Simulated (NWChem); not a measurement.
# CCl2, singlet; SMILES Cl[C]Cl

```xyz
3

Cl     1.3947     0.0000    -0.1592
C      0.0000     0.0000     0.8267
Cl    -1.3947     0.0000    -0.1592
```
Atoms are numbered in this order, from 1.

Program: NWChem. Low-valent species are run as closed-shell singlets; no triplet was tried in these runs. All runs use the structure optimised with PBE0-D3(BJ)/def2-TZVP. Vzz is the largest principal value of the second derivative of the potential at the nucleus (NWChem prints the opposite sign); η is the asymmetry. Non-relativistic.

**Question.** Predict the results for PBE0/cc-pVTZ. Quantities: Vzz Cl3 (a.u.); η Cl3.

**Answer.** 
```
Item            Result
--------------  ------
Vzz Cl3 (a.u.)   2.551
η Cl3             0.88
```
